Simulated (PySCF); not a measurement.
hydrogen cyanide (CHN), singlet, at a GFN2-xTB geometry. Base run: BLYP/def2-SVP in PySCF.

Here is a job for PySCF.
```python
from pyscf import gto, scf, dft

mol = gto.M(
    atom='''
C    -0.00000000   -0.00000000   -0.49321914
N     0.00000000    0.00000000    0.64442884
H    -0.00000000   -0.00000000   -1.55168705
''',
    basis='def2-svp',
    verbose=4,
)

mf = dft.RKS(mol)
mf.xc = 'blyp'
mf.kernel()
mf.analyze()
```

The base run was repeated with changes; each row names its change, and settings that it needs were set with it.

```csv
change,ΔE vs base (mEh),grid points,electrons on the grid
base,0.000,37832,14.00000
grids.level = 0,17.437,2768,13.99481
"grids.atom_grid = (50, 194)",0.003,19576,14.00000
small_rho_cutoff = 0,0.000,37832,14.00000
"grids.atom_grid = (75, 302)",0.000,42864,14.00000
grids.level = 7,0.000,221568,14.00000
grids.radi_method = delley,0.000,40024,14.00000
grids.prune = dft.gen_grid.treutler_prune,0.001,33080,14.00000
"grids.atom_grid = (30, 110)",0.030,7368,14.00001
grids.level = 1,0.003,12776,13.99998
"grids.atom_grid = (150, 974)",0.000,237424,14.00000
```
